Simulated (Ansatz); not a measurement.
Two members of one family (B2H6-nXn), computed with Ansatz in the gas phase. The two geometries come from different levels. Binding counts from free atoms in the multiplicity of their measured ground term, without zero-point energy. The structures are stationary points that may keep the symmetry of their start.

First: diborane mono F (singlet, charge 0, PBE-D4/def2-TZVP geometry).

```xyz
8

B     0.3005   -0.8209    0.1175
F     0.4451   -1.6232   -0.9580
H     0.5803   -1.2313    1.2101
H    -0.9494   -0.2614    0.1569
B    -0.3019    0.8302   -0.1051
H    -0.5698    1.2007   -1.2111
H    -0.4198    1.5177    0.8672
H     0.9151    0.3883   -0.0775
```

```json
{"level": "PBE-D4/def2-SVP", "HOMO (eV)": "-8.15", "LUMO (eV)": "-1.55", "gap (eV)": "6.60", "binding per atom (eV)": "3.65"}
{"level": "r2SCAN-D4/def2-TZVP", "HOMO (eV)": "-8.65", "LUMO (eV)": "-1.33", "gap (eV)": "7.33", "binding per atom (eV)": "3.61"}
{"level": "B97M-V/def2-TZVP", "HOMO (eV)": "-8.75", "LUMO (eV)": "-1.44", "gap (eV)": "7.31", "binding per atom (eV)": "3.58"}
{"level": "r2SCAN0-D4/def2-TZVP", "HOMO (eV)": "-10.05", "LUMO (eV)": "-0.46", "gap (eV)": "9.60", "binding per atom (eV)": "3.57"}
{"level": "ωB97M-V/def2-TZVP", "HOMO (eV)": "-12.17", "LUMO (eV)": "1.31", "gap (eV)": "13.48", "binding per atom (eV)": "3.58"}
```

Second: diborane 1,2-di F (singlet, charge 0, B3LYP-D4/def2-TZVP geometry).

```csv
atom,x (Å),y (Å),z (Å)
B1,-0.1772,-0.8795,0.0743
F2,0.8509,-1.7409,0.0759
H3,-1.3025,-1.2497,0.1660
H4,-0.1403,-0.0547,-0.9752
B5,0.1489,0.8844,-0.0722
F6,1.4150,1.3143,-0.1777
H7,-0.7689,1.6402,-0.0737
H8,-0.0258,0.0859,0.9825
```

Problem. Estimate the same table for the second.

Solution. 
```json
{"level": "PBE-D4/def2-SVP", "HOMO (eV)": "-8.05", "LUMO (eV)": "-1.20", "gap (eV)": "6.85", "binding per atom (eV)": "3.96"}
{"level": "r2SCAN-D4/def2-TZVP", "HOMO (eV)": "-8.61", "LUMO (eV)": "-1.04", "gap (eV)": "7.57", "binding per atom (eV)": "3.87"}
{"level": "B97M-V/def2-TZVP", "HOMO (eV)": "-8.73", "LUMO (eV)": "-1.13", "gap (eV)": "7.60", "binding per atom (eV)": "3.84"}
{"level": "r2SCAN0-D4/def2-TZVP", "HOMO (eV)": "-10.12", "LUMO (eV)": "-0.17", "gap (eV)": "9.95", "binding per atom (eV)": "3.81"}
{"level": "ωB97M-V/def2-TZVP", "HOMO (eV)": "-12.22", "LUMO (eV)": "1.64", "gap (eV)": "13.86", "binding per atom (eV)": "3.84"}
```
